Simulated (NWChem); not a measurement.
# Si$_{2}$H$_{5}$SF; SMILES F[SiH2]S[SiH3]

```xyz
9

Si     0.6722    -1.7552     0.1022
S     -1.0440    -0.5046    -0.3031
Si    -0.2868     1.3674     0.3670
F      1.0456     1.7741    -0.4689
H      1.6415    -1.7218    -1.0286
H      1.3440    -1.2894     1.3517
H      0.1489    -3.1385     0.2778
H      0.1158     1.3179     1.7972
H     -1.3520     2.3673     0.1023
```
Atoms are numbered in this order, from 1.

Program: NWChem. The geometry was optimised at PBE0/def2-SVP.

For level Hartree-Fock/def2-SVP:

| Item | Value |
|---|---|
| orbital gap (eV) | 14.17 |
| dipole (D) | 1.38 |

What are these values for level Hartree-Fock/pcseg-1?


| Property | Result |
|---|---|
| orbital gap (eV) | 13.35 |
| dipole (D) | 1.56 |
